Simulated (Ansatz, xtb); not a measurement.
C3H5BrO: 3 structures ranked

3 gas-phase structures of C3H5BrO, from a drawn sample of its isomers (lower ones may exist). Each was relaxed with GFN2-xTB; where two conformers were screened, the lower at r2SCAN-D4/def2-SVP is listed:

A. `CO/C=C\Br`, a singlet
B. `CO/C=C/Br`, a singlet
C. `C=C(Br)OC`, a singlet

Question: Estimate their order in r2SCAN-D4/def2-SVP energy at these geometries, lowest first.

Answer: Calculated order at r2SCAN-D4/def2-SVP: C (0.000), B (0.041), A (0.087) eV. Less than 1 kcal/mol parts C and B, so the order within that pair means little.

Energies above the lowest of each column, in eV; the last columns are at B3LYP/def2-SVP geometries:

```
structure  GFN2-xTB  HF/STO-3G  r2SCAN-D4/def2-SVP  B3LYP/def2-SVP  CCSD(T)/def2-SVP + ΔMP2/def2-TZVPP
        C     0.000      0.000               0.000           0.000                               0.000
        B     0.017      0.040               0.041           0.009                               0.057
        A     0.151      0.055               0.087           0.045                               0.095
```

Every level run on C puts it lowest or level with the lowest. Flexible structures stand in one conformer each, not always the lowest. ΔMP2 is the change of the MP2 energy from the smaller to the larger basis.

Programs: Ansatz 0.2.0, xtb 6.7.1.
